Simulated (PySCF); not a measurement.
**Does the structure fit the spectrum?**

A compound C3H10Si2 gives the data below (simulated from a calculation) and was assigned the structure `[SiH3]/C=C/C[SiH3]`.

13C{1H} NMR (computed): δ 159.7 (CH), 150.4 (CH), -6.1 (CH3).

1H NMR (300 MHz, computed): δ 7.55 (m, 1H), 7.29 (m, 1H), 4.44 (m, 2H), 4.19 (d, 3H), 0.25 (t, 3H).

Calculated, not measured (PySCF): GIAO PBE0/pcSseg-1 shieldings, geometry: GFN2-xTB. Equivalent nuclei averaged, no relativistic terms, isolated molecule, a single conformation.

Scale: 1H and 13C against TMS (reference shieldings calculated alike).

Problem. Compare with the shifts computed for the proposed structure, pairing carbons in order of shift.

Solution. Structure with atom numbers: `[SiH3:1]/[CH:2]=[CH:3]/[CH2:4][SiH3:5]`; H(Xn) means a hydrogen on atom n.

```
atom  computed for proposal  given list  difference
  C3                  157.7       159.7        -2.0
  C2                  124.5       150.4       -25.9
  C4                   24.7        -6.1       +30.8
```

The rms difference is 23.3 ppm and the largest +30.8 ppm at C4 (allylic sp3 CH2 bonded to Si). The carbon types in order of shift don't match either: CH, CH, CH2 for the proposal against CH, CH, CH3 in the data. The proposal doesn't fit.

Problem. Which isomer fits?

Solution. SMILES [SiH3]/C=C\[SiH2]C.

- Carbon types of the structure: 2 × CH, 1 × CH3, leaving 5 H on heteroatoms.
- δC 159.7, 150.4: alkene CH; the olefinic region.
- δC -6.1: methyl carbon bonded to Si; an electropositive neighbour leaves it electron-rich and shielded.
- δH 7.55, 7.29: hydrogen on an alkene CH; olefinic region.
- δH 0.25: hydrogen on a methyl carbon bonded to Si; an electropositive neighbour shields it, as in TMS itself.

The data come from this structure; uniqueness wasn't tested.

Shifts are as computed. Against solution values, carbons near 30 ppm lie about +3 ppm off and those near 130 ppm about +5 ppm. Of 1211 compounds with measured shifts, 218 miss one by over three times the rms of a fit or turn the order of signals round; such compounds aren't used in these exercises. No couplings were computed; multiplicities are counted from neighbouring protons, with m where these are inequivalent, close in shift, in a saturated or five-membered ring or joined by F or P, and br s for small geminal =CH2 splittings.
